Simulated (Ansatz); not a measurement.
H3GaO2Se, singlet, geometry from GFN2-xTB (such geometries of metal compounds can be far from the true shape), with bond 5-4 at 1.8 times its length; SC-NEVPT2/STO-3G, CASSCF(2,2) (Ansatz, an electronic-structure program).

The Ansatz input:
Ansatz 0.2 input:
```yaml
crystal:
  periodic: [false, false, false]
  atoms:
    - {symbol: Ga, position_ang: [0.30993095, -0.41313505, 0.55241937]}
    - {symbol: O, position_ang: [1.81001882, -1.30946559, 0.50506913]}
    - {symbol: H, position_ang: [2.42054750, -1.38633011, -0.22436879]}
    - {symbol: O, position_ang: [-0.58094586, -0.47736234, 2.05184660]}
    - {symbol: H, position_ang: [0.04433434, -1.39316353, 3.36934778]}
    - {symbol: Se, position_ang: [-0.58565416, 0.83187557, -1.17015617]}
    - {symbol: H, position_ang: [-1.71518113, 1.19051160, -0.35443944]}
basis:
  gaussian:
    orbitals: STO-3G
magnetization: {spin_polarized: false}
correlation: {method: sc_nevpt2, electrons: all, active_space: {window: {electrons: 2, orbitals: 2}}}
```

What the program printed (banner, timings and long lists left out):

```
Functional definition: HF
549 factors; integrals over basis functions are off by at most 6.3e-5 eV
mean field evaluation 1: about -120368.7272 eV, gradient 4.0e1 eV
mean field evaluation 2: about -120368.8000 eV, gradient 4.0e1 eV
mean field evaluation 4: about -120375.4737 eV, gradient 6.6e0 eV
mean field evaluation 8: about -120375.7888 eV, gradient 1.5e-1 eV
mean field -120375.78346078 eV, -4423.7284485472 hartree, gradient 3.1e-6 eV, S^2 0.000000; 0 other end points of the search recorded, 0 dependent functions left out; unrestricted orbitals would lower it
reference -120375.78346078 eV, -4423.7284485472 hartree; 42, 42 occupied and 7, 7 virtual orbitals, 549 factors
state -120378.78879457 eV, -4423.8388925269 hartree
state -120378.78879457 eV, -4423.8388925269 hartree; corrected -120382.42218578 eV, -4423.9724171908 hartree
Total energy: -120382.42218578 eV, -4423.9724171908 hartree
```
